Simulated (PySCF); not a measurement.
Si(F)(H)(SiH3)2 (FH7Si3), SMILES F[SiH]([SiH3])[SiH3]. Geometry: PBE0-D3(BJ)/def2-SVP. This is a generated structure with no PubChem entry under its InChIKey; it may be hypothetical.

Computed with PBE0-D3(BJ)/def2-SVP run with PySCF.

Harmonic wavenumbers (cm⁻¹): 88, 92, 102, 159, 161, 374, 417, 430, 520, 529, 556, 723, 801, 856, 857, 893, 925, 928, 928, 937, 2211, 2216, 2222, 2231, 2233, 2237, 2240. Rotational constants (GHz): 3.788, 1.908, 1.400; symmetry number 1.

Task: Work out the zero-point energy and the ideal-gas rigid-rotor harmonic-oscillator thermochemistry at 298.15 K and 1 atm.

Result: ZPE = ½ Σ hcν = ½ × 26866 cm⁻¹ = 38.41 kcal/mol. H − E(el) = 44.27 kcal/mol. Entropy in cal/(mol K): translation 40.01, rotation 27.85, vibration 21.85, total 89.72. G − E(el) = 17.52 kcal/mol. Cp = 30.42 cal/(mol K). Modes under 150 cm⁻¹ make the vibrational entropy uncertain.
